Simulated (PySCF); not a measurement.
**Assigning NMR signals**

Geometry:
```csv
atom,x (Å),y (Å),z (Å)
Ge1,1.535,-0.330,0.573
O2,0.618,-0.023,-0.908
B3,-0.768,0.128,-1.127
N4,-1.483,1.183,-0.132
B5,-2.293,-0.037,0.495
N6,-1.664,-1.080,-0.533
H7,1.286,0.808,1.590
H8,1.099,-1.677,1.193
H9,3.011,-0.373,0.157
H10,-1.068,0.358,-2.291
H11,-2.041,1.885,-0.610
H12,-0.851,1.664,0.504
H13,-3.498,0.082,0.365
H14,-1.922,-0.269,1.633
H15,-2.310,-1.484,-1.206
H16,-1.129,-1.839,-0.117
```

PySCF calculation with PBE0-D3(BJ)/def2-SVP geometry, NMR shieldings at KT3/pcSseg-1/GIAO and couplings computed with B3LYP/pcJ-1 (pcSseg-1 on Ge) (spin–dipole term only in couplings to heteroatoms); fast rotation and ring inversion assumed for equivalent nuclei, a single conformation, relativity neglected, no solvent.

δ = σ(ref) − σ, references computed at the same level: ¹H against TMS.

Q: Assign these signals to the numbered atoms. ¹H NMR (600 MHz, computed): δ 5.00 (s, 3H), 3.95 (br, 1H), 3.25 (br, 1H), 3.18 (br, 1H), 1.77 (br s, 2H), 1.58 (br s, 2H).

A: 
| δ (ppm) | atoms | environment | reason |
| --- | --- | --- | --- |
| 5.00 | H7/H8/H9 | hydrogen on a germanium bonded to O | – |
| 3.95 | H10 | hydrogen on a boron bonded to 2 N, O, in a 4-membered ring | – |
| 3.25 | H13 | hydrogen on a boron bonded to 2 N, in a 4-membered ring | – |
| 3.18 | H14 | hydrogen on a boron bonded to 2 N, in a 4-membered ring | – |
| 1.77 | H11/H15 | hydrogen on a donor nitrogen of a Lewis adduct | labile proton, position sensitive to the medium |
| 1.58 | H12/H16 | hydrogen on a donor nitrogen of a Lewis adduct | – |

H13 and H14 lie closer than the usual error of such a calculation, so a measured spectrum could show them in the other order.

Relativistic effects, spin–orbit coupling among them, are left out; they matter for Ge and for the light atoms bonded to it. Exchangeable OH/NH protons stand at their gas-phase positions; hydrogen bonding in a real sample shifts them, mostly to higher δ. Hydrogens on boron are broadened and split by ¹¹B (spin 3/2, 80 %) and 10B (spin 3). Couplings to exchangeable protons are dropped.
